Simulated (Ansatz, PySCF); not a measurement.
System: sum formula SiHCl$_{2}$, charge 0, multiplicity 2. It need not be the lowest isomer of its formula. 
Geometry from a B3LYP-D3(BJ)/def2-TZVP (Ansatz, an electronic-structure program) optimisation:
```xyz
4

Cl    -0.0444    -1.6964     0.3495
Si    -0.5203     0.0665    -0.6084
Cl     0.4756     1.6440     0.2700
H     -0.0476    -0.0405    -2.0131
```
Charge 0, spin multiplicity 2.

Dipole moments at this geometry, in debye (magnitudes).

```json
[
 {"level": "TPSS/def2-TZVPD", "program": "PySCF", "dipole (D)": "1.01"},
 {"level": "r2SCAN/def2-TZVPD", "program": "Ansatz", "dipole (D)": "1.05"},
 {"level": "B3LYP/def2-TZVPD", "program": "Ansatz", "dipole (D)": "1.11"},
 {"level": "r2SCAN0/def2-TZVPD", "program": "Ansatz", "dipole (D)": "1.14"},
 {"level": "M06-2X/def2-TZVPD", "program": "PySCF", "dipole (D)": "1.31"},
 {"level": "HSE06/def2-TZVPD", "program": "Ansatz", "dipole (D)": "1.10"},
 {"level": "CAM-B3LYP/def2-TZVPD", "program": "PySCF", "dipole (D)": "…"},
 {"level": "wB97M-V/def2-TZVPD", "program": "Ansatz", "dipole (D)": "1.14"},
 {"level": "CCSD(T)/aug-cc-pV(D+d)Z", "program": "Ansatz", "dipole (D)": "…"}
]
```

Problem. Some entries are withheld; supply them.

Solution. 
- CAM-B3LYP/def2-TZVPD, dipole (D): 1.19
- CCSD(T)/aug-cc-pV(D+d)Z, dipole (D): 1.12
